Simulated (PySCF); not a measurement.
Al(Me)(NH2)2 (CH7AlN2), SMILES [CH3][Al]([NH2])[NH2].

Coordinates come from a PBE-D3(BJ)/def2-SVP optimisation. The structure was generated by enumeration; whether it is a known compound was not checked. Other conformers were not sampled.

Computed with PBE-D3(BJ)/def2-SVP in PySCF.

Frequencies are harmonic and unscaled.

**Question.** Estimate the vibrational spectrum. (An estimate is asked for; the answer gives what the named calculation found.)

**Answer.** 
```json
[
 {"mode": "1", "ν (cm⁻¹)": "11", "IR (km/mol)": "0.0", "moving atoms (share of kinetic energy)": "H 97 %"},
 {"mode": "2", "ν (cm⁻¹)": "166", "IR (km/mol)": "1.3", "moving atoms (share of kinetic energy)": "H 36 %, N 26 %, C 24 %, Al 14 %"},
 {"mode": "3", "ν (cm⁻¹)": "193", "IR (km/mol)": "1.4", "moving atoms (share of kinetic energy)": "N 42 %, H 37 %, Al 14 %"},
 {"mode": "4", "ν (cm⁻¹)": "202", "IR (km/mol)": "17.8", "moving atoms (share of kinetic energy)": "Al 56 %, N 22 %, H 19 %"},
 {"mode": "5", "ν (cm⁻¹)": "220", "IR (km/mol)": "0.0", "moving atoms (share of kinetic energy)": "H 96 %"},
 {"mode": "6", "ν (cm⁻¹)": "310", "IR (km/mol)": "0.0", "moving atoms (share of kinetic energy)": "H 83 %, N 17 %"},
 {"mode": "7", "ν (cm⁻¹)": "340", "IR (km/mol)": "300.4", "moving atoms (share of kinetic energy)": "H 86 %, N 14 %"},
 {"mode": "8", "ν (cm⁻¹)": "363", "IR (km/mol)": "4.3", "moving atoms (share of kinetic energy)": "H 96 %"},
 {"mode": "9", "ν (cm⁻¹)": "535", "IR (km/mol)": "1.1", "moving atoms (share of kinetic energy)": "H 86 %, N 12 %"},
 {"mode": "10", "ν (cm⁻¹)": "566", "IR (km/mol)": "0.2", "moving atoms (share of kinetic energy)": "C 48 %, H 23 %, N 23 %"},
 {"mode": "11", "ν (cm⁻¹)": "643", "IR (km/mol)": "27.6", "moving atoms (share of kinetic energy)": "H 74 %, C 17 %"},
 {"mode": "12", "ν (cm⁻¹)": "651", "IR (km/mol)": "42.6", "moving atoms (share of kinetic energy)": "H 61 %, N 37 %"},
 {"mode": "13", "ν (cm⁻¹)": "673", "IR (km/mol)": "25.6", "moving atoms (share of kinetic energy)": "H 69 %, C 17 %, N 14 %"},
 {"mode": "14", "ν (cm⁻¹)": "791", "IR (km/mol)": "169.7", "moving atoms (share of kinetic energy)": "Al 43 %, N 33 %, H 19 %"},
 {"mode": "15", "ν (cm⁻¹)": "860", "IR (km/mol)": "165.0", "moving atoms (share of kinetic energy)": "Al 49 %, N 37 %, H 13 %"},
 {"mode": "16", "ν (cm⁻¹)": "1166", "IR (km/mol)": "23.3", "moving atoms (share of kinetic energy)": "H 79 %, C 21 %"},
 {"mode": "17", "ν (cm⁻¹)": "1381", "IR (km/mol)": "0.3", "moving atoms (share of kinetic energy)": "H 96 %"},
 {"mode": "18", "ν (cm⁻¹)": "1384", "IR (km/mol)": "1.9", "moving atoms (share of kinetic energy)": "H 95 %"},
 {"mode": "19", "ν (cm⁻¹)": "1474", "IR (km/mol)": "65.4", "moving atoms (share of kinetic energy)": "H 89 %, N 11 %"},
 {"mode": "20", "ν (cm⁻¹)": "1484", "IR (km/mol)": "16.8", "moving atoms (share of kinetic energy)": "H 90 %, N 10 %"},
 {"mode": "21", "ν (cm⁻¹)": "2967", "IR (km/mol)": "4.6", "moving atoms (share of kinetic energy)": "H 97 %"},
 {"mode": "22", "ν (cm⁻¹)": "3058", "IR (km/mol)": "6.0", "moving atoms (share of kinetic energy)": "H 91 %, C 9 %"},
 {"mode": "23", "ν (cm⁻¹)": "3066", "IR (km/mol)": "9.1", "moving atoms (share of kinetic energy)": "H 91 %, C 9 %"},
 {"mode": "24", "ν (cm⁻¹)": "3508", "IR (km/mol)": "25.5", "moving atoms (share of kinetic energy)": "H 96 %"},
 {"mode": "25", "ν (cm⁻¹)": "3509", "IR (km/mol)": "4.9", "moving atoms (share of kinetic energy)": "H 96 %"},
 {"mode": "26", "ν (cm⁻¹)": "3597", "IR (km/mol)": "17.9", "moving atoms (share of kinetic energy)": "H 92 %, N 8 %"},
 {"mode": "27", "ν (cm⁻¹)": "3597", "IR (km/mol)": "10.1", "moving atoms (share of kinetic energy)": "H 92 %, N 8 %"}
]
```
